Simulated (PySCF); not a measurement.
The vertical singlet excitations below were computed for one of the candidates. Theory: TDDFT CAM-B3LYP/def2-SVPD, vertical, gas phase, core orbitals frozen in the response in PySCF. Geometries: GFN2-xTB, one conformer each.

```csv
state,λ (nm),f
S1,223.4,0.0068
S2,201.9,0.0029
S3,177.3,0.0018
S4,174.0,0.0037
S5,170.4,0.171
S6,168.5,0.024
S7,163.0,0.0056
S8,161.9,0.014
```

Triplets computed (Tamm–Dancoff): 5.35, 5.95, 6.71 eV.

Orbital energies (eV): HOMO-3 -11.23, HOMO-2 -11.17, HOMO-1 -10.53, HOMO -8.09, LUMO 0.80, LUMO+1 1.12, LUMO+2 1.52.

Problem. Which candidate is it?
A. `N(C)C(C)(C)C`
B. `C[C@@H]([SiH3])N[SiH2]F`
C. `N#C[SiH2][SiH2]C(Cl)Cl`

Solution. B. Its S1, at 5.55 eV, is the lowest among the candidates; the nearest of the others has S1 at 5.95 eV. S1 is HOMO→LUMO (90%). Löwdin shares by element: HOMO nitrogen 48%, silicon 18%, carbon 14% or more (atoms not listed hold the other 21%); LUMO silicon 34%, hydrogen 18% or more (atoms not listed hold the other 49%). At the same level the other candidates give, for their lowest levels:
- `CNC(C)(C)C`: 208 nm (f 0.005); 180 nm (f 0.009); 174 nm (f 0.012); 167 nm (f 0.023); 156 nm (f 0.004); T1 5.75 eV; HOMO -7.69, LUMO 1.27 eV
- `N#C[SiH2][SiH2]C(Cl)Cl`: 193 nm (f 0.008); 180 nm (f 0.009); 179 nm (f 0.003); 176 nm (f 0.009); 174 nm (f 0.004); T1 5.84 eV; HOMO -9.91, LUMO -0.29 eV

The values belong to the conformer `[CH3:1][C@@H:2]([SiH3:3])[NH:4][SiH2:5][F:6]`: C1–C2–N4–Si5 128°, C2–N4–Si5–F6 -177°.
